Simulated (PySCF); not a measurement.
PySCF job for B(F)(H)(OSiH3) (BFH4OSi), SMILES [SiH3]OBF, HF/pcSseg-1. Geometry: TPSSh-D3(BJ)/def2-SVP. Other conformers were not sampled.

```python
import numpy as np
from pyscf import gto, scf, dft
from pyscf.prop.nmr import rhf as nmr

mol = gto.M(
    atom='''
    B    -0.54501547    1.32110864    0.00000000
    F     0.72366209    1.74872454   -0.00000000
    H    -1.43352016    2.12817050    0.00000000
    O    -0.80399816   -0.00283782   -0.00000000
    Si    0.19324138   -1.36866817    0.00000000
    H     1.04207529   -1.37363030   -1.21817435
    H     1.04207530   -1.37363030    1.21817434
    H    -0.71190591   -2.54091699    0.00000000
    ''',
    basis='pcSseg-1',
    charge=0,
    spin=0,
    max_memory=1600,
    verbose=3,
)
mf = scf.RHF(mol)
mf.conv_tol = 1e-10
mf.max_cycle = 100
mf.kernel()
n = nmr.NMR(mf)
n.verbose = 2
n.max_cycle_cphf = 60
sigma = n.kernel()
print('atom   isotropic/ppm   span/ppm')
for i, s in enumerate(sigma):
    w = np.linalg.eigvalsh((s + s.T) / 2)
    print(f'{mol.atom_symbol(i):2s}{i + 1:3d} {w.mean():14.3f} {w[2] - w[0]:11.3f}')
```

Log of the run:

```
converged SCF energy = -490.355303569296
atom   isotropic/ppm   span/ppm
B   1         89.712      30.916
F   2        290.016     271.644
H   3         27.718       7.700
O   4        244.015     194.226
Si  5        432.939      78.868
H   6         27.179       7.542
H   7         27.179       7.542
H   8         27.326       7.959
```

The calculation finished and met its thresholds.

Cost: around 5 core-seconds (rough).
